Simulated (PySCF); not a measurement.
Gas-phase reaction: 2 GeCl₂ + 2 H₂ = GeCl₄ + GeH₄

Computed with PySCF (xtb for GFN2) and rigid-rotor harmonic-oscillator thermochemistry at 1 bar. † marks an energy on the PBE0/def2-TZVP geometry and frequencies; other levels use their own. CCSD(T) freezes the core. 6-31G* has spherical d functions here. All species are closed-shell singlets. B3LYP is the form with VWN-RPA correlation. Ge: all electrons, no relativistic terms. CCSD(T) isn't extrapolated to the basis-set limit.

```json
[
 {"level": "B3LYP/6-31G*", "ΔH°(298 K), kJ": "(withheld)"},
 {"level": "BLYP/def2-TZVP†", "ΔH°(298 K), kJ": "(withheld)"},
 {"level": "CCSD(T)/def2-TZVPP†", "ΔH°(298 K), kJ": "-131"},
 {"level": "GFN2-xTB", "ΔH°(298 K), kJ": "104"},
 {"level": "HF/def2-TZVP†", "ΔH°(298 K), kJ": "-120"},
 {"level": "M06-2X/def2-TZVP†", "ΔH°(298 K), kJ": "(withheld)"},
 {"level": "PBE/def2-SVP", "ΔH°(298 K), kJ": "(withheld)"},
 {"level": "PBE/def2-TZVP†", "ΔH°(298 K), kJ": "-54"},
 {"level": "PBE0/def2-TZVP", "ΔH°(298 K), kJ": "-101"},
 {"level": "r2SCAN/def2-TZVP†", "ΔH°(298 K), kJ": "-103"},
 {"level": "LDA/def2-TZVP†", "ΔH°(298 K), kJ": "-133"}
]
```

Problem. What belongs in the gaps?

Solution. 
- B3LYP/6-31G*, ΔH°(298 K), kJ: -27
- BLYP/def2-TZVP†, ΔH°(298 K), kJ: 12
- M06-2X/def2-TZVP†, ΔH°(298 K), kJ: -94
- PBE/def2-SVP, ΔH°(298 K), kJ: -78
